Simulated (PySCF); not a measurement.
Mapped SMILES: `[CH3:1][SiH2:2][Si@@H:3]([NH2:4])[O:5][SiH3:6]` (H(Xn): hydrogen on atom n). Ha(Si2) is pro-R; Hb(Si2) is pro-S.

PySCF 2.14.0 with density-fitted response routines calculation with shieldings: GIAO PBE0/pcSseg-1 and PBE0-D3(BJ)/def2-SVP structure; equivalent nuclei averaged, no solvent, single conformer, relativity neglected.

δ = σ(ref) − σ, references computed at the same level: 13C, 1H, 29Si vs TMS; 15N against NH3; H2O for 17O.

| atoms | nucleus | count | δ (ppm) |
| --- | --- | --- | --- |
| Si6 | 29Si | 1 | -44.1 |
| H(Si3) | 1H | 1 | 4.99 |
| Ha(Si2) | 1H | 1 | 3.67 |
| O5 | 17O | 1 | 61.2 |
| Si3 | 29Si | 1 | -21.5 |
| H(Si6) | 1H | 3 | ? |
| H(C1) | 1H | 3 | ? |
| Hb(Si2) | 1H | 1 | 3.82 |
| N4 | 15N | 1 | ? |
| Si2 | 29Si | 1 | -77.9 |
| C1 | 13C | 1 | ? |
| H(N4) | 1H | 2 | 1.36 |

**Question.** Complete the table.

**Answer.** 
- C1: -11.5 ppm, methyl carbon bonded to Si; an electropositive neighbour leaves it electron-rich and shielded
- H(Si6): 4.99 ppm, hydrogen on a silicon bonded to O
- H(C1): 0.28 ppm, hydrogen on a methyl carbon bonded to Si; an electropositive neighbour shields it, as in TMS itself
- N4: 39.8 ppm, nitrogen bonded to Si, 2 H

OH and NH positions are those of a molecule without intermolecular hydrogen bonds; in solution they move with solvent, concentration and temperature, and exchange usually removes their couplings. Shifts are as computed. Against solution values, carbons near 30 ppm lie about +2 ppm off and those near 130 ppm about +5 ppm. Of 1211 compounds with measured shifts, 218 miss one by over three times the rms of a fit or turn the order of signals round; such compounds aren't used in these exercises. Experimental scales use liquid or dissolved standards, which lie at an offset from isolated NH3 (liquid NH3: subtract about 20 ppm) and H2O (liquid H2O: subtract about 36 ppm).
